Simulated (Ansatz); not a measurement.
Compare A (`BBO[SiH](C)F`) with its isomer B (`BB(CF)[SiH2]O`).

Gas-phase electronic energies from Ansatz, PBE0-D4/def2-TZVP geometries. CCSD(T)/CBS adds triple-zeta CCSD(T) − MP2 to the extrapolated MP2 energy (def2 sets, frozen cores). Functionals use def2-TZVPP. B3LYP here is the variant with VWN-RPA as its local correlation; programs differ in this. Each species was taken in one conformer, which may not be the lowest.

A:

```xyz
13

B    -1.370    0.754    2.626
B    -1.065    0.789    0.984
O    -0.315   -0.144    0.338
Si    0.061   -0.331   -1.254
C     1.821   -0.855   -1.403
F    -0.880   -1.486   -1.824
H    -2.350    0.231    3.078
H    -0.666    1.320    3.415
H    -1.531    1.701    0.329
H    -0.273    0.911   -1.987
H     2.486   -0.079   -1.018
H     1.999   -1.771   -0.836
H     2.082   -1.041   -2.448
```

B:

```xyz
13

B    -0.4543    2.0283   -0.4895
B    -0.3423    0.4382   -0.1602
C    -1.5225   -0.5706   -0.2319
F    -2.7510   -0.0333   -0.6098
Si    1.4276   -0.3643    0.3903
O     1.1870   -1.9847    0.6404
H    -0.2536    2.4607   -1.5899
H    -0.6910    2.8354    0.3652
H    -1.6540   -1.0629    0.7426
H    -1.2788   -1.3830   -0.9317
H     2.4576   -0.1413   -0.6677
H     1.9366    0.2911    1.6318
H     1.9388   -2.5135    0.9103
```

(1) Which is lower in electronic energy at CCSD(T)/CBS, and by how much? (Estimate.)

(2) Give E(B) − E(A) in kJ/mol with ωB97M-V, B3LYP-D4, CCSD(T)/def2-TZVPP, B2PLYP, MP2/def2-TZVPP, B3LYP, HF/def2-TZVPP. (Estimate.)

Largest T1 diagnostic: 0.013.

Answers

(1) The calculation gave: A, by 386.8 kJ/mol.

(2) The calculation gave: ωB97M-V 380.0, B3LYP-D4 372.6, CCSD(T)/def2-TZVPP 384.8, B2PLYP 386.2, MP2/def2-TZVPP 399.4, B3LYP 374.8, HF/def2-TZVPP 406.9. None reverses the order clearly.

From PBE to PBE0 (25 % exact exchange), in def2-TZVPP and without D4, E(B) − E(A) moves by +16.0 kJ/mol. In def2-TZVPP, CCSD(T) changes the Hartree–Fock value by −22.1 kJ/mol (the triples alone add −3.4 kJ/mol) and MP2 by −7.5 kJ/mol.
